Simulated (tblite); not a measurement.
C₃H₉NSi₂.
Numbering: `[NH2:1][Si@H:2]1[CH:3]=[CH:4][CH2:5][SiH2:6]1` (hydrogens: H7, H8 on N1; H9 on Si2; H10 on C3; H11 on C4; H12, H13 on C5; H14, H15 on Si6)

Cartesian coordinates in Å at the GFN2-xTB level; atoms count from 1:
```
atom  x, y, z in Å
N1     2.4507   -0.2346    0.8557
Si2    1.2676    0.2709   -0.3032
C3     0.1187   -1.0577   -1.0173
C4    -1.1862   -0.9563   -0.7876
C5    -1.8178    0.1532   -0.0015
Si6   -0.5010    1.3872    0.6540
H7     2.1388   -0.5786    1.7499
H8     3.2335   -0.7852    0.5400
H9     2.0869    0.8491   -1.3760
H10    0.4839   -1.8949   -1.5991
H11   -1.8812   -1.6981   -1.1732
H12   -2.4042   -0.2902    0.8080
H13   -2.5466    0.6558   -0.6428
H14   -0.6184    1.4600    2.1181
H15   -0.8291    2.7275    0.1532
```

Calculated harmonic vibrations of the isolated species, GFN2-xTB (tblite), most abundant isotopes, no scaling. Errors from tens to a few hundred cm⁻¹ against measured bands are possible. Modes of hydrogen on silicon can be 10 to 20 % off. One conformer, not necessarily the lowest.

Harmonic wavenumbers (cm⁻¹): 58.1, 144.8, 156.7, 196.9, 309.2, 330.4, 391.0, 461.6, 518.9, 533.6, 543.8, 574.6, 636.9, 656.3, 684.1, 695.1, 778.8, 788.5, 804.3, 829.2, 886.4, 935.9, 992.9, 1116.6, 1149.7, 1261.3, 1325.5, 1463.9, 1530.3, 1653.9, 2175.5, 2189.0, 2206.0, 2933.5, 2961.3, 2982.5, 3032.8, 3463.5, 3498.0.

A = 3333, B = 2000, C = 1412 MHz; mass 115.027 u (most abundant isotopes); point group C1, symmetry number 1.

Question: Zero-point energy?

Answer: ½Σν̃ = 23926 cm⁻¹ = 286.21 kJ/mol.

Question: What is S at 350 K and 1 bar for an ideal gas of classical rigid rotors and harmonic oscillators?

Answer: Translation 171.37, rotation 118.84, vibration 109.13: S = 399.3 J/(mol K).

Question: And Cp and H(350 K) − H(0)?

Answer: Cp = 164.15 J/(mol K), of which vibrations give 130.89 (their classical limit is 39 R = 324.3); H(350 K) − H(0) = 33.33 kJ/mol without the zero-point energy, 21.69 from vibrations.

Question: What must be added to the electronic energy to get the Gibbs energy at 350 K and 1 bar?

Answer: ZPE + [H(350 K) − H(0)] − T·S = 286.21 + 33.33 − 139.77 = 179.77 kJ/mol.

Question: Which modes carry the vibrational entropy at 350 K?

Answer: 58.1 cm⁻¹: 20.24; 144.8 cm⁻¹: 12.75; 156.7 cm⁻¹: 12.11; 196.9 cm⁻¹: 10.30; 309.2 cm⁻¹: 6.86; 330.4 cm⁻¹: 6.38 J/(mol K); the other 33 give 40.50 together.

Question: How do the functions run with temperature in this model?

Answer: 
```json
{"T (K)": "50", "S (J/(mol K))": "231.8", "Cp (J/(mol K))": "45.2", "H − H(0) (kJ/mol)": "1.88", "G − H(0) (kJ/mol)": "-9.71", "ln q(vib)": "0.24"}
{"T (K)": "100", "S (J/(mol K))": "268.6", "Cp (J/(mol K))": "63.1", "H − H(0) (kJ/mol)": "4.59", "G − H(0) (kJ/mol)": "-22.28", "ln q(vib)": "0.90"}
{"T (K)": "298.15", "S (J/(mol K))": "374.5", "Cp (J/(mol K))": "145.8", "H − H(0) (kJ/mol)": "25.29", "G − H(0) (kJ/mol)": "-86.37", "ln q(vib)": "4.58"}
{"T (K)": "373.15", "S (J/(mol K))": "410.1", "Cp (J/(mol K))": "171.6", "H − H(0) (kJ/mol)": "37.22", "G − H(0) (kJ/mol)": "-115.81", "ln q(vib)": "6.17"}
{"T (K)": "500", "S (J/(mol K))": "465.3", "Cp (J/(mol K))": "205.4", "H − H(0) (kJ/mol)": "61.24", "G − H(0) (kJ/mol)": "-171.40", "ln q(vib)": "8.90"}
{"T (K)": "750", "S (J/(mol K))": "557.7", "Cp (J/(mol K))": "249.7", "H − H(0) (kJ/mol)": "118.57", "G − H(0) (kJ/mol)": "-299.67", "ln q(vib)": "14.10"}
{"T (K)": "1000", "S (J/(mol K))": "633.7", "Cp (J/(mol K))": "278.3", "H − H(0) (kJ/mol)": "184.80", "G − H(0) (kJ/mol)": "-448.87", "ln q(vib)": "18.88"}
```

q(vib) and H(0) count from the zero-point level.

Hindered rotation and anharmonicity are outside this model. Other conformers, if any are populated, would add a mixing term that is left out. The structure is chiral; the term R ln 2 for an equal mix with its mirror image is left out.

Time: 0.5 s. Hardware: one thread, Arm Neoverse V1 (aarch64), on a shared host. This covers the Hessian and the dipole derivatives.
